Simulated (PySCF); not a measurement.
Gas-phase reaction: 4 SbH3 + 3 S2 = Sb4 + 6 H2S

Method: PySCF energies plus ideal-gas RRHO corrections (1 bar). † marks an energy on the PBE0/def2-TZVP geometry and frequencies; other levels use their own. MP2 and CCSD(T) freeze the core. Open shells (unrestricted): S2 (multiplicity 3); the rest are closed-shell singlets. Sb: scalar-relativistic def2 core potential, no spin-orbit coupling. MP2 isn't extrapolated to the basis-set limit. CCSD(T) isn't extrapolated to the basis-set limit.

| level | ΔH°(298 K), kJ |
|---|---|
| BLYP/def2-TZVP† | … |
| CCSD(T)/def2-SVP† | … |
| CCSD(T)/def2-TZVPP† | … |
| MP2/def2-SVP† | -877 |
| PBE/def2-SVP | -743 |
| PBE0/def2-QZVP† | -786 |
| LDA/def2-TZVP† | -808 |

### Question
Fill in the missing entries.

### Answer

- BLYP/def2-TZVP†, ΔH°(298 K), kJ: -665
- CCSD(T)/def2-SVP†, ΔH°(298 K), kJ: -797
- CCSD(T)/def2-TZVPP†, ΔH°(298 K), kJ: -811
